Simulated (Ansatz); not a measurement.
`FB([SiH3])[SeH]` + `F[SiH]1CO1` → `F[Si]1([SeH])CO1` + `FB[SiH3]`  (formal exchange of groups at the Se–B bond)

Isolated molecules relaxed with PBE0-D4/def2-TZVP in Ansatz; ΔE leaves out vibrations. CCSD(T)/CBS adds triple-zeta CCSD(T) − MP2 to the extrapolated MP2 energy (def2 sets, frozen cores). Functionals use def2-TZVPP. For Se outer-core shells are correlated without core-valence functions, which leaves a few kJ/mol of doubt a bond. Scalar relativity is left out up to krypton. One conformer a species, not always the lowest.

Problem. Is it downhill or uphill in electronic energy at CCSD(T)/CBS, and by how much? (Best estimate.)

Solution. The calculation gave: Uphill: ΔE = +17.6 kJ/mol.

Problem. What do these levels give: r2SCAN-D4, PBE, r2SCAN, MP2/def2-TZVPP, SCS-MP2/def2-TZVPP, CCSD(T)/def2-TZVPP? (Estimate.)

Solution. Ansatz gave: r2SCAN-D4 20.5, PBE 22.2, r2SCAN 20.7, MP2/def2-TZVPP 19.4, SCS-MP2/def2-TZVPP 17.6, CCSD(T)/def2-TZVPP 19.4 kJ/mol.

Largest T1 diagnostic among the species: 0.014.

In def2-TZVPP, CCSD(T) changes the Hartree–Fock value by +9.6 kJ/mol (the triples alone add +1.8 kJ/mol) and MP2 by +9.5 kJ/mol. From PBE to PBE0 (25 % exact exchange), in def2-TZVPP and without D4, ΔE moves by −3.3 kJ/mol.
